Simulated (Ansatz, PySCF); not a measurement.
AlCl, charge -1, doublet, geometry from GFN2-xTB (such geometries of metal compounds can be far from the true shape) (a state made from the parent by changing its charge; the spin is typed, not shown lowest). Base run: PySCF with WB97X/def2-SVP.

Geometry (Å):
```xyz
2

Al     0.0000     0.0000    -1.4050
Cl     0.0000     0.0000     1.0744
```
Charge -1, spin multiplicity 2.
Orbitals are unrestricted.
All else is at PySCF's defaults.

The same geometry, method and basis name were run in Ansatz (a program for electronic structure) and PySCF, at each program's defaults and at the settings that a row names. The base is PySCF at its defaults. Differences at the defaults can come from grids, fitting, cores and function types together.

```csv
code and settings,ΔE vs base (µEh),basis functions,E (Eh),SCF cycles
"PySCF, defaults (exact integrals, its default grid, spherical functions)",0.0,36,-702.43268,11
"Ansatz, defaults (factorised integrals, its default grid, spherical functions)",1.9,36,-702.43268,-
"PySCF, density fitting with def2-universal-jkfit",-18.3,36,-702.43270,11
"PySCF, fine grid",0.4,36,-702.43268,11
"Ansatz, high accuracy",1.4,36,-702.43268,-
```

Open shells are given as the SCF converged; they aren't shown to be the lowest states, and a large step between rows can be another state.
